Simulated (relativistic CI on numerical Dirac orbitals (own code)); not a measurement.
**Electric-dipole lines of Rh6+**

Method of calculation: Dirac-Coulomb-Breit CI, orbitals from a KLI potential per configuration, QED by a radiative potential, unscaled Slater integrals (own radial code, finite nucleus).

Configuration list (outside the closed core [Ar] 3d10): 4s²4p⁶4d³, 4s²4p⁶4d²5s, 4s²4p⁶4d²4f, 4s²4p⁵4d⁴, 4s²4p⁶4d²5p, 4s²4p⁶4d²5d, 4s4p⁶4d⁴, 4s²4p⁶4d²6s, 4s²4p⁶4d²6p, 4s²4p⁶4d5s5p, 4s²4p⁶4d²5f, 4s²4p⁶4d²6d, 4s²4p⁶4d²5g, 4s²4p⁶4d4f², 4s²4p⁶4f²5s, 4s²4p⁶4f³, 4s²4p⁶4f²5p, 4s²4p⁶4f²5d, 4s²4p⁶4d5s², 4s²4p⁶4f5s², 4s²4p⁶5s²5p, 4s²4p⁶5s²5d. Double excitations out of closed p, d and f shells are left out; levels of such configurations are missing from the list, as are those of other unlisted configurations, and high levels can miss mixing partners. These lack a partner that the ground configuration has and come out too high: 4s²4p⁶4d²6s, 4s²4p⁶4d²6p, 4s²4p⁶4d²5f, 4s²4p⁶4d²6d, 4s²4p⁶4d²5g.

```tsv
λ vac (Å)	Lower	Upper	A (s⁻¹)	gf	Branching (%)
271.71	4s²4p⁶4d³ ⁴F9/2 [4]	4s²4p⁶4d²4f ⁴F°9/2 [107]	7.87e+09	8.72e-01	87.5
275.80	4s²4p⁶4d³ ⁴F5/2 [2]	4s²4p⁶4d²4f ⁴G°7/2 [88]	8.54e+09	7.79e-01	91.2
276.02	4s²4p⁶4d³ ⁴F9/2 [4]	4s²4p⁶4d²4f ⁴G°11/2 [91]	9.16e+09	1.26e+00	99.0
340.37	4s²4p⁶4d³ ⁴F7/2 [3]	4s²4p⁶4d²5p ⁴D°5/2 [48]	1.09e+10	1.14e+00	65.3
343.56	4s²4p⁶4d³ ⁴F9/2 [4]	4s²4p⁶4d²5p ⁴F°9/2 [47]	9.11e+09	1.61e+00	79.7
344.40	4s²4p⁶4d³ ⁴F9/2 [4]	4s²4p⁶4d²5p ⁴D°7/2 [45]	7.80e+09	1.11e+00	52.8
344.71	4s²4p⁶4d³ ⁴F7/2 [3]	4s²4p⁶4d²5p ⁴F°7/2 [42]	1.01e+10	1.44e+00	73.1
345.80	4s²4p⁶4d³ ²G9/2 [9]	4s²4p⁶4d²5p ²G°7/2 [60]	1.15e+10	1.65e+00	59.0
346.53	4s²4p⁶4d³ ⁴F5/2 [2]	4s²4p⁶4d²5p ⁴F°5/2 [39]	8.29e+09	8.96e-01	62.8
346.81	4s²4p⁶4d³ ²G7/2 [8]	4s²4p⁶4d²5p ²F°5/2 [58]	1.30e+10	1.40e+00	71.8
347.57	4s²4p⁶4d³ ⁴F3/2 [1]	4s²4p⁶4d²5p ⁴F°3/2 [37]	1.01e+10	7.30e-01	73.9
351.48	4s²4p⁶4d³ ²H11/2 [14]	4s²4p⁶4d²5p ²G°9/2 [63]	1.78e+10	3.29e+00	78.0
351.66	4s²4p⁶4d³ ²G9/2 [9]	4s²4p⁶4d²5p ²G°9/2 [55]	6.26e+09	1.16e+00	46.4
800.53	4s²4p⁶4d²5p ⁴G°5/2 [36]	4s²4p⁶4d²5d ⁴H7/2 [187]	6.10e+09	4.69e+00	76.7
813.17	4s²4p⁶4d²5p ⁴G°7/2 [38]	4s²4p⁶4d²5d ⁴H9/2 [194]	4.03e+09	4.00e+00	53.1
1155.3	4s²4p⁶4d²5s ²G9/2 [32]	4s²4p⁶4d²5p ²H°11/2 [74]	1.92e+09	4.62e+00	24.4
1175.6	4s²4p⁶4d²5s ⁴F7/2 [22]	4s²4p⁶4d²5p ⁴F°9/2 [47]	1.02e+09	2.11e+00	8.9
1190.4	4s²4p⁶4d²5s ⁴F9/2 [23]	4s²4p⁶4d²5p ⁴G°11/2 [50]	1.79e+09	4.55e+00	56.4
1216.6	4s²4p⁶4d²5s ²G7/2 [33]	4s²4p⁶4d²5p ²H°9/2 [71]	1.53e+09	3.40e+00	17.1
1235.3	4s²4p⁶4d²5s ²F7/2 [25]	4s²4p⁶4d²5p ²G°9/2 [55]	1.03e+09	2.36e+00	7.6
```

Terms are leading LS components. Brackets give the number of a level in order of energy, since labels repeat. The list gives strong lines, with weight on those to low levels, without lines whose two gauges differ by over a factor of 2.5, among the lowest 200 of 1147 levels, so that lines to higher ones, which can be the strongest, are missing. Levels whose partners in the same complex of configurations lie outside the list can be far off, and so can their lines. Rates are taken at the computed energies, electric ones in the length gauge.

At this charge configurations can still be misplaced by up to about 7 % of their energy. Terms inside the open d or f shell come out 10 to 20 % too wide with unscaled integrals.

LS names give the leading component of a level, which can be under half, so a name can repeat, a term be missing and a line seem to break the LS rules.
